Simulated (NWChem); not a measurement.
System: HfCl3F; SMILES [F][Hf]([Cl])([Cl])[Cl]

NWChem printed, in part:

```
             Northwest Computational Chemistry Package (NWChem) 7.3.0
             --------------------------------------------------------

 C3  symmetry detected

                             Geometry "geometry" -> ""
                             -------------------------

 Output coordinates in angstroms (scale by  1.889725989 to convert to a.u.)

  No.       Tag          Charge          X              Y              Z
 ---- ---------------- ---------- -------------- -------------- --------------
    1 Hf                  72.0000     0.00000000    -0.00000000     0.16185995
    2 F                    9.0000     0.00000000    -0.00000000     2.05136095
    3 Cl                  17.0000     1.42792682     1.68521851    -0.59051305
    4 Cl                  17.0000    -2.17340545     0.39401165    -0.59051305
    5 Cl                  17.0000     0.74547863    -2.07923015    -0.59051305

 Effective nuclear repulsion energy (a.u.)    1204.6670770809

      Symmetry information
      --------------------

 Group name             C3
 Group number              5
 Group order               3
 No. of unique centers     3

                                 NWChem DFT Module
                                 -----------------

 Summary of "ao basis" -> "ao basis" (spherical)
 ------------------------------------------------------------------------------
       Tag                 Description            Shells   Functions and Types
 ---------------- ------------------------------  ------  ---------------------
 Hf                         def2-svp                12       32   6s3p2d1f
 F                          def2-svp                 6       14   3s2p1d
 Cl                         def2-svp                 8       18   4s3p1d

      Symmetry analysis of basis
      --------------------------

        a          38
        e+         31
        e-         31

  Rotation of axis

            General Information
            -------------------
          SCF calculation type: DFT
          Wavefunction type:  closed shell.
          No. of atoms     :     5
          No. of electrons :    72
           Alpha electrons :    36
            Beta electrons :    36
          Charge           :     0
          Spin multiplicity:     1
          Use of symmetry is: on ; symmetry adaption is: on
          Maximum number of iterations: 150
          AO basis - number of functions:   100
                     number of shells:    42
          Convergence on energy requested:  1.00D-06
          Convergence on density requested:  1.00D-05
          Convergence on gradient requested:  5.00D-04

              XC Information
              --------------
                       M06-2X Method XC Functional
                     Hartree-Fock (Exact) Exchange  0.540
                        M06-2X Exchange Functional  1.000
                      M06-2X Correlation Potential  1.000

             Grid Information
             ----------------
          Grid used for XC integration:  xcoarse
          Radial quadrature: Mura-Knowles
          Angular quadrature: Lebedev.
          Tag              B.-S. Rad. Rad. Pts. Rad. Cut. Ang. Pts.
          ---              ---------- --------- --------- ---------
          Hf                  1.55       84           7.0       194
          F                   0.50       21           8.0       194
          Cl                  1.00       42           9.0       194
          Grid pruning is: on
          Number of quadrature shells:   147
          Spatial weights used:  Erf1

      Superposition of Atomic Density Guess
      -------------------------------------

 Sum of atomic energies:       -1529.20130925

      Non-variational initial energy
      ------------------------------

 Total energy =   -1524.840146
 1-e energy   =   -2839.271453
 2-e energy   =     954.940319
 HOMO         =      -0.447483
 LUMO         =       0.001959

      Symmetry analysis of molecular orbitals - initial
      -------------------------------------------------

  Numbering of irreducible representations:

     1 a           2 e+          3 e-

  Orbital symmetries:

     1 a           2 e+          3 e+          4 a           5 a
     6 e+          7 e+          8 a           9 e+         10 e+
    11 e+         12 e+         13 a          14 e+         15 e+
    16 a          17 a          18 a          19 e+         20 e+
    21 a          22 a          23 e+         24 e+         25 a
    26 e+         27 e+         28 a          29 e+         30 e+
    31 e+         32 e+         33 a          34 e+         35 e+
    36 a          37 a          38 e+         39 e+         40 a
    41 e+         42 e+         43 e+         44 e+         45 a
    46 a

     ---------------------------------------------
      Total Density - Mulliken Population Analysis
     ---------------------------------------------

    Atom       Charge   Shell Charges
 -----------   ------   -------------------------------------------------------
    1 Hf  12     9.67   0.03 -0.29  1.74  0.53  0.36  0.05  5.48  0.60  0.12  0.71  0.24  0.10
    2 F    9     9.68   1.99  1.16  0.79  3.59  2.15  0.00
    3 Cl  17    17.55   2.00  1.99  1.23  0.72  5.94  2.22  3.44  0.01
    4 Cl  17    17.55   2.00  1.99  1.23  0.72  5.94  2.22  3.44  0.01
    5 Cl  17    17.55   2.00  1.99  1.23  0.72  5.94  2.22  3.44  0.01

   convergence    iter        energy       DeltaE   RMS-Dens  Diis-err
 ---------------- ----- ----------------- --------- --------- ---------
 d= 0,ls=0.0,diis     1  -1527.9016712421 -1.89D+03  2.45D-02  1.41D+00
 d= 0,ls=0.0,diis     2  -1527.4638710806  4.38D-01  1.42D-02  6.01D+00
 d= 0,ls=0.0,diis     3  -1528.1121066534 -6.48D-01  1.07D-03  6.17D-03
 d= 0,ls=0.0,diis     4  -1528.1126268688 -5.20D-04  4.42D-04  4.16D-03
 d= 0,ls=0.0,diis     5  -1528.1123548336  2.72D-04  1.46D-04  1.19D-04
  Resetting Diis
 d= 0,ls=0.0,diis     6  -1528.1123886828 -3.38D-05  6.88D-05  1.28D-05
 d= 0,ls=0.0,diis     7  -1528.1123932514 -4.57D-06  1.69D-05  1.55D-06
 d= 0,ls=0.0,diis     8  -1528.1123934434 -1.92D-07  6.63D-06  9.89D-07

         Total DFT energy =    -1528.112393443431
      One electron energy =    -2841.135393633836
           Coulomb energy =     1054.615826348446
    Exchange-Corr. energy =     -101.083813636337
 Nuclear repulsion energy =      359.490987478296

 Numeric. integr. density =       72.000809446712

                  Occupations of the irreducible representations
                  ----------------------------------------------

                     irrep           alpha         beta
                     --------     --------     --------
                     a                14.0         14.0
                     e+               22.0         22.0
                     e-                0.0          0.0

                       DFT Final Molecular Orbital Analysis
                       ------------------------------------

 Vector   34  Occ=2.000000D+00  E=-4.157446D-01  Symmetry=e+
              MO Center= -3.8D-01, -3.9D-01, -5.3D-01, r^2= 5.5D+00
   Bfn.  Coefficient  Atom+Function         Bfn.  Coefficient  Atom+Function
  ----- ------------  ---------------      ----- ------------  ---------------
    77      0.398351  4 Cl pz                95     -0.382450  5 Cl pz
    74      0.291423  4 Cl pz                92     -0.279798  5 Cl pz
    57     -0.190322  3 Cl px                71      0.168189  4 Cl pz
    89     -0.161479  5 Cl pz                58      0.158691  3 Cl py
    54     -0.141719  3 Cl px                93     -0.138143  5 Cl px

 Vector   35  Occ=2.000000D+00  E=-4.157446D-01  Symmetry=e+
              MO Center=  3.8D-01,  3.9D-01, -5.3D-01, r^2= 5.5D+00
   Bfn.  Coefficient  Atom+Function         Bfn.  Coefficient  Atom+Function
  ----- ------------  ---------------      ----- ------------  ---------------
    59      0.450796  3 Cl pz                56      0.329794  3 Cl pz
    95     -0.239169  5 Cl pz                76      0.210875  4 Cl py
    77     -0.211627  4 Cl pz                53      0.190334  3 Cl pz
    93      0.188816  5 Cl px                92     -0.174965  5 Cl pz
    73      0.155742  4 Cl py                74     -0.154829  4 Cl pz

 Vector   36  Occ=2.000000D+00  E=-4.062629D-01  Symmetry=a
              MO Center=  3.1D-14,  1.0D-13, -5.7D-01, r^2= 5.9D+00
   Bfn.  Coefficient  Atom+Function         Bfn.  Coefficient  Atom+Function
  ----- ------------  ---------------      ----- ------------  ---------------
    76      0.373490  4 Cl py                93     -0.357076  5 Cl px
    57      0.289827  3 Cl px                73      0.272785  4 Cl py
    90     -0.260802  5 Cl px                58     -0.244985  3 Cl py
    54      0.211675  3 Cl px                55     -0.178937  3 Cl py
    70      0.157138  4 Cl py                87     -0.150239  5 Cl px

[...]

                         DFT ENERGY GRADIENTS

    atom               coordinates                        gradient
                 x          y          z           x          y          z
   1 Hf      0.000000  -0.000000   0.305871    0.000000   0.000000  -0.002637
   2 F       0.000000  -0.000000   3.876510    0.000000  -0.000000   0.002046
   3 Cl      2.698390   3.184601  -1.115908   -0.000643  -0.000380   0.000197
   4 Cl     -4.107141   0.744574  -1.115908    0.000650  -0.000367   0.000197
   5 Cl      1.408750  -3.929175  -1.115908   -0.000007   0.000747   0.000197
```

Level: M06-2X/def2-SVP with def2 effective core potentials on Hf. Coordinates come from a PBE0/def2-SVP optimisation. def2 effective core potentials on Hf; no spin-orbit coupling.

Which NWChem input produces such a log?

Several could match; the one computed here: the input that was run:
```
start job
memory heap 200 mb stack 900 mb global 1100 mb
geometry units angstroms noautoz
  Hf     0.000000     0.000000     0.257246
  F      0.000000     0.000000     2.146747
  Cl    -0.611863     2.122395    -0.495127
  Cl    -1.532117    -1.591086    -0.495127
  Cl     2.143979    -0.531309    -0.495127
end
basis spherical
  * library def2-svp
end
ecp
  Hf library def2-ecp
end
dft
  xc m06-2x
  grid xcoarse
  iterations 150
  mulliken
end
task dft gradient
```
